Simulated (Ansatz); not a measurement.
A CCSD(T) single point on H6O5Si2, SMILES `O[SiH2]O[Si](O)(O)O`.

```yaml
crystal:
  periodic: [false, false, false]
  atoms:
    - {symbol: O, position_ang: [1.039948, -1.669132, -1.533404]}
    - {symbol: Si, position_ang: [1.820095, -0.601443, -0.571995]}
    - {symbol: O, position_ang: [0.778439, 0.556169, -0.037792]}
    - {symbol: Si, position_ang: [-0.760071, 0.588217, 0.465756]}
    - {symbol: O, position_ang: [-0.948573, 0.741858, 2.072515]}
    - {symbol: O, position_ang: [-1.357898, -0.882525, 0.049659]}
    - {symbol: O, position_ang: [-1.536936, 1.849731, -0.213201]}
    - {symbol: H, position_ang: [0.171527, -1.934468, -1.211746]}
    - {symbol: H, position_ang: [2.410257, -1.259644, 0.620231]}
    - {symbol: H, position_ang: [2.861383, 0.047491, -1.395681]}
    - {symbol: H, position_ang: [-0.977633, 1.632205, 2.425121]}
    - {symbol: H, position_ang: [-2.190747, -1.140673, 0.447529]}
    - {symbol: H, position_ang: [-1.309792, 2.072233, -1.116983]}
basis:
  gaussian: {orbitals: def2-TZVPP}
correlation: {method: ccsd_t}
```

```sh
$ ansatz run in.yaml --threads 2 --pin off --events-out ev --progress --plain --max-ram 32768MiB --backend cuda --devices 0, --max-vram 18GiB
```

The program prints (abridged):

```
Functional definition: HF
1964 factors; integrals over basis functions are off by at most 1.2e-3 eV
mean field evaluation 1: about -26011.7126 eV, gradient 6.9e1 eV
mean field evaluation 2: about -26012.1192 eV, gradient 7.0e1 eV
mean field evaluation 4: about -26020.0769 eV, gradient 3.8e0 eV
mean field evaluation 8: about -26020.1609 eV, gradient 3.4e-1 eV
mean field -26020.16116809 eV, -956.2232858285 hartree, gradient 2.6e-6 eV, S^2 0.000000; 0 other end points of the search recorded, 0 dependent functions left out
15 core orbitals not correlated: weight in the atoms' cores, before any rotation towards them, 1.000 or more for the frozen orbitals, at most 0.000 for the correlated occupied ones
reference -26020.16116809 eV, -956.2232858285 hartree; 22, 22 occupied and 286, 286 virtual orbitals, 1964 factors
second order -38.76791179 eV of doubles, -0.00000000 eV of singles
cycle   1  -38.48267526 eV  change    2.9e-1 eV  update   1.2e-1
cycle   2  -39.29611485 eV  change   -8.1e-1 eV  update   3.3e-2
cycle   3  -39.47601141 eV  change   -1.8e-1 eV  update   1.6e-2
cycle   4  -39.45019637 eV  change    2.6e-2 eV  update   3.2e-3
cycle   5  -39.44922514 eV  change    9.7e-4 eV  update   1.4e-3
cycle   6  -39.45038004 eV  change   -1.2e-3 eV  update   4.0e-4
cycle   7  -39.45015746 eV  change    2.2e-4 eV  update   1.5e-4
cycle   8  -39.45006133 eV  change    9.6e-5 eV  update   4.5e-5
cycle   9  -39.45006320 eV  change   -1.9e-6 eV  update   1.7e-5
perturbative correction -1.37173341 eV, -0.0504102731 hartree
Total energy: -26060.98296470 eV, -957.7234591839 hartree
```

Run time 13 s (2 threads of an AMD EPYC 7R13 on a shared host and a share of an NVIDIA H100 80 GB); peak host memory 1.3 GiB.

MP2 recovers 95.0 % of the CCSD(T) correlation energy and the triples give 3.4 %; T1 = 0.0115.
